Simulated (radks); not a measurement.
Spherical quantum dot in the effective-mass picture: electrons in a hard-walled sphere of radius 3.67, with a point charge +1 (a donor) at the centre, all in effective atomic units (hartree* = m*/eps^2 hartree, bohr* = eps/m* bohr), one dielectric constant everywhere. Method: non-relativistic Kohn-Sham, r2SCAN, spin-polarised, spherical densities, generalised Kohn-Sham scheme; computed with a radial shooting solver with Libxc functionals. Levels are named by radial order and angular momentum (1s, 1p, 1d, 2s, ...), and open shells are averaged over m. Results are scaled to m* = 0.616 and eps = 8.5, for which hartree* = 232 meV and bohr* = 0.7302 nm.

N = 4, configuration 1s2 1p(up 2, down 0). This is the lowest configuration that the search found. Occupied and some empty levels:

level,occupation,eigenvalue (meV),<r> (nm)
1s up,1,254.03,1.239
1s down,1,273.61,1.157
1p up,2,360.49,1.613
1p down,0,388.98,1.591
2s up,0,475.78,1.273
1d up,0,476.42,1.755
2s down,0,485.03,1.319
1d down,0,505.22,1.745
1f up,0,617.75,1.850
1f down,0,645.61,1.843

Energy (meV): total 492.085, kinetic 550.42, external -618.85, Hartree 858.79, exchange-correlation -298.27.
